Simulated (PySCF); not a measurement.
C₅H₁₅NSi₂.
SMILES with atom numbers: `[CH3:1][CH2:2][CH2:3][C@@H:4]1[CH2:5][SiH2:6][NH:7][SiH2:8]1` (hydrogens: H9, H10, H11 on C1; H12, H13 on C2; H14, H15 on C3; H16 on C4; H17, H18 on C5; H19, H20 on Si6; H21 on N7; H22, H23 on Si8)

Level of theory: PySCF 2.14.0, PBE0-D3(BJ)/def2-SVP geometry optimisation, gas phase.

Q: What internal coordinates does the optimisation give?

A: 
| bond | length (Å) |
| --- | --- |
| C1–C2 | 1.520 |
| C2–C3 | 1.524 |
| C3–C4 | 1.529 |
| C4–C5 | 1.544 |
| C5–Si6 | 1.891 |
| Si6–N7 | 1.745 |
| N7–Si8 | 1.744 |
| C4–Si8 | 1.900 |
| C1–H9, C1–H10, C1–H11 | 1.102 |
| C2–H12 | 1.105 |
| C2–H13 | 1.103 |
| C3–H14 | 1.106 |
| C3–H15 | 1.106 |
| C4–H16 | 1.108 |
| C5–H17 | 1.102 |
| C5–H18 | 1.105 |
| Si6–H19 | 1.498 |
| Si6–H20 | 1.501 |
| N7–H21 | 1.014 |
| Si8–H22 | 1.499 |
| Si8–H23 | 1.502 |

Bonds in one row agree within 0.01 Å and their mean is given. A selection of angles:
| angle | degrees |
| --- | --- |
| C1–C2–C3 | 113.2 |
| C2–C3–C4 | 114.7 |
| C3–C4–C5 | 114.6 |
| C3–C4–Si8 | 114.3 |
| C5–C4–Si8 | 106.8 |
| C4–C5–Si6 | 108.6 |
| C5–Si6–N7 | 98.8 |
| Si6–N7–Si8 | 114.1 |
| C4–Si8–N7 | 99.5 |
| H21–N7–Si6 | 123.0 |
| H21–N7–Si8 | 122.9 |

Torsions: C1–C2–C3–C4 -178° (antiperiplanar); C2–C3–C4–C5 -62° (synclinal); C3–C4–C5–Si6 -164° (antiperiplanar); C4–C5–Si6–N7 30°; C5–Si6–N7–Si8 -10° (synperiplanar); Si6–N7–Si8–C4 -9° (synperiplanar); C3–C4–Si8–N7 156° (antiperiplanar).

The 5-membered ring C4–C5–Si6–N7–Si8 has internal angles of 98.8° to 114.1°; it is puckered, 0.17 Å rms from its mean plane, widest ring torsion 37°. Si6 (SiH2 silicon) is distorted tetrahedral (angles from 98.8° to 113.1°). Si8 (SiH2 silicon) is distorted tetrahedral (angles from 99.5° to 113.5°). The C–C distances run from 1.520 Å (C1–C2, drawn single) to 1.544 Å (C4–C5, drawn single), a spread of 0.024 Å. Of the pairs four or more bonds apart, C5···H13 is among the closest relative to their van der Waals radii: 2.81 Å, 97 % of the sum of Bondi's values. N7 (nitrogen bridging silicon atoms) is planar (angles 123.0°, 122.9° and 114.1°, sum 360.0°, 0.01 Å off the plane of its three neighbours).

Point group: C1 (no symmetry element, even within 0.4 Å). No frequency check. The numbers are those of one conformer.
